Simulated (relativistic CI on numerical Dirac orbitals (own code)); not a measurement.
## Cr4+: resonant inelastic scattering at the M2,3 edge

Computed with this model: Dirac-Coulomb-Breit CI, separate exchange-only KLI orbitals for each configuration, QED by a radiative potential, Kramers-Heisenberg scattering through one core-hole configuration in a parametric crystal field, unscaled Slater integrals; configurations [Ar] 3d2 → [Ne] 3s2 3p5 3d3; 80 K; core-hole width 0.8 eV; summed over polarisations. Incident energies are the highest absorption maxima for each field (at most a few, so the weaker spin-orbit partner edge can be absent), on the computed scale of the free ion. Intensities are in per cent of the strongest line above 0.02 eV; levels within 1 cm⁻¹ are merged; final levels count from the ground level, the first row holds all elastic scattering, lines under 0.4 are left out and each table stops after 24 rows. The scale of the Slater integrals is a model choice and moves the terms in proportion.

Field parameters in Wybourne normalisation: Td as Oh with Dq negative (B⁴₀ = 21Dq, B⁴₄ = √(5/14) B⁴₀). The field is a parameter set, without covalency.

S is read from ⟨S²⟩ = S(S + 1).

Td, 10Dq = -2200 cm⁻¹:

```
Final level (eV)  Degeneracy  Irrep     S  54.4 eV  61.6 eV  65.6 eV
           0.000           3     T2  1.00     66.4    174.1     67.0
           0.266           1     A2  1.00      6.2      2.0     11.4
           0.271           2      E  1.00     17.3     33.1     35.9
           0.277           3     T2  1.00     19.0     32.8     38.8
           0.288           3     T1  1.00     22.8     24.7     44.8
           0.475           3     T2  1.00      4.8    100.0     27.4
           0.488           2      E  1.00      3.2     48.9     15.2
           0.531           3     T1  1.00      2.9     70.1     19.6
           0.554           1     A1  1.00      0.8     21.1      5.6
           2.134           2      E  0.02      0.0      0.7      0.5
           2.329           3     T2  0.05      0.0      1.2      0.4
           2.644           1     A1  1.00      0.0      0.6     19.6
           2.665           3     T1  1.00      0.0      1.4     43.9
           2.702           2      E  0.99      0.0      0.7     14.9
           2.707           3     T2  0.98      0.0      1.3     24.2
```

Td, 10Dq = -5000 cm⁻¹:

| Final level (eV) | Degeneracy | Irrep | S | 54.8 eV | 62 eV | 66 eV |
| --- | --- | --- | --- | --- | --- | --- |
| 0.000 | 3 | T2 | 1.00 | 65.6 | 180.5 | 42.0 |
| 0.606 | 1 | A2 | 1.00 | 6.4 | 3.7 | 10.4 |
| 0.616 | 3 | T2 | 1.00 | 19.3 | 28.3 | 31.7 |
| 0.624 | 2 | E | 1.00 | 15.2 | 20.5 | 22.2 |
| 0.632 | 3 | T1 | 1.00 | 23.8 | 22.9 | 32.6 |
| 1.065 | 3 | T2 | 1.00 | 5.0 | 100.0 | 24.2 |
| 1.070 | 2 | E | 1.00 | 3.7 | 58.1 | 15.6 |
| 1.121 | 3 | T1 | 1.00 | 3.3 | 76.5 | 18.5 |
| 1.145 | 1 | A1 | 1.00 | 1.0 | 23.2 | 5.3 |
| 2.239 | 2 | E | 0.01 | 0.0 | 0.7 | 0.3 |
| 2.759 | 3 | T2 | 0.05 | 0.0 | 1.1 | 0.4 |
| 3.081 | 1 | A1 | 1.00 | 0.0 | 0.3 | 13.9 |
| 3.101 | 3 | T1 | 1.00 | 0.0 | 1.0 | 37.0 |
| 3.135 | 2 | E | 1.00 | 0.0 | 1.2 | 18.5 |
| 3.142 | 3 | T2 | 0.98 | 0.0 | 2.3 | 27.9 |

Td, 10Dq = -7800 cm⁻¹:

| Final level (eV) | Degeneracy | Irrep | S | 55.1 eV | 62.4 eV | 66.5 eV |
| --- | --- | --- | --- | --- | --- | --- |
| 0.000 | 3 | T2 | 1.00 | 73.3 | 199.9 | 30.8 |
| 0.952 | 1 | A2 | 1.00 | 5.4 | 5.7 | 8.7 |
| 0.961 | 3 | T2 | 1.00 | 18.7 | 31.5 | 25.5 |
| 0.972 | 2 | E | 1.00 | 15.8 | 21.4 | 16.8 |
| 0.978 | 3 | T1 | 1.00 | 22.5 | 27.1 | 25.2 |
| 1.638 | 3 | T2 | 1.00 | 4.2 | 100.0 | 19.3 |
| 1.639 | 2 | E | 1.00 | 3.3 | 60.6 | 12.7 |
| 1.691 | 3 | T1 | 1.00 | 3.3 | 79.1 | 14.5 |
| 1.715 | 1 | A1 | 1.00 | 0.9 | 24.2 | 4.1 |
| 2.293 | 2 | E | 0.01 | 0.0 | 1.1 | 0.2 |
| 3.165 | 3 | T2 | 0.04 | 0.0 | 1.1 | 0.3 |
| 3.548 | 1 | A1 | 0.99 | 0.0 | 0.2 | 12.6 |
| 3.568 | 3 | T1 | 1.00 | 0.0 | 1.0 | 34.9 |
| 3.598 | 2 | E | 1.00 | 0.0 | 1.9 | 19.3 |
| 3.605 | 3 | T2 | 0.99 | 0.0 | 4.0 | 28.7 |

For the first field the strongest loss at the lowest incident energy is the level at 0.29 eV (S = 1.00, against 1.00 in the thermal ground state).
